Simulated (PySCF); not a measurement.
# Fe⁺: ionisation energy

Fe⁺ [Ar] 3d6 4s1 [3d3/2^4 3d5/2^2 4s1/2^1, M_J = 9/2] → Fe²⁺ [Ar] 3d6 [3d3/2^4 3d5/2^2, M_J = 4], as a difference of total energies. Calculation: PySCF 2.14, in x2c-TZVPPall-2c (6s7p4d2f1g, 70 functions); the two-component X2C-1e Hamiltonian. Correlated levels: [Ne] frozen; the 6 highest virtual spinors dropped. "Screened" scales the spin-orbit matrix elements by Boettger's factors to mimic the two-electron term; Breit and QED terms are absent.

| method | ionisation energy (eV) |
| --- | --- |
| GHF (spin-free) | 15.303 |
| GMP2 (spin-free) | 16.138 |
| GHF (screened spin-orbit) | 15.302 |
| GMP2 (screened spin-orbit) | 16.137 |

Task: How much does correlation contribute at GMP2 (screened spin-orbit)?

Result: 16.137 − (15.302) = 0.835 eV, measured against GHF (screened spin-orbit).

Errors of the correlated levels include the incompleteness of this basis and the frozen core.

The labels give the starting determinants; with spin-orbit coupling the two ends relaxed to ⟨J²⟩ = 24.76, ⟨L²⟩ = 6.01, ⟨S²⟩ = 8.75 and ⟨J²⟩ = 20.01, ⟨L²⟩ = 6.01, ⟨S²⟩ = 6.00.

For comparison: 16.199 eV (measured; NIST Atomic Spectra Database, ionization energies).
